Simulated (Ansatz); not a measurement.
CH₄BInOSi. Charge 0, multiplicity 1. In takes the def2 core potential. The bonds changed during the relaxation, so this is another structure than the one it started from.

| atom | x (Å) | y (Å) | z (Å) |
| --- | --- | --- | --- |
| O1 | -1.207 | -1.773 | 2.207 |
| C2 | -0.822 | -1.140 | 1.321 |
| In3 | -1.461 | -0.591 | -1.492 |
| B4 | -0.337 | -0.351 | 0.229 |
| Si5 | 1.210 | 0.875 | 0.203 |
| H6 | -2.311 | -0.712 | -2.956 |
| H7 | 1.330 | 1.484 | -1.158 |
| H8 | 1.088 | 2.008 | 1.165 |
| H9 | 2.510 | 0.200 | 0.482 |

What are the harmonic wavenumbers in cm⁻¹ at PBE0-D4/def2-TZVP (Ansatz, finite differences of forces, unscaled)? (An estimate is asked.)

Computed: 71, 82, 88, 125, 349, 389, 442, 530, 542, 590, 603, 843, 919, 935, 954, 1176, 1874, 2102, 2173, 2194, 2197.

Is this a minimum?

Yes, all 21 modes are real.

Give the ideal-gas thermochemistry at 298.15 K and 1 bar (rigid rotor, harmonic oscillator; point group Cs, symmetry number 1).

Zero-point energy 114.7 kJ/mol; H(298) − E = 137.5 kJ/mol; entropy 381.0 J/(mol·K), of which translation 174.0, rotation 121.9, vibration 85.1; G(298) − E = 23.9 kJ/mol. Modes under 100 cm⁻¹ are hindered rotations or soft bends, so the harmonic entropy is rough.
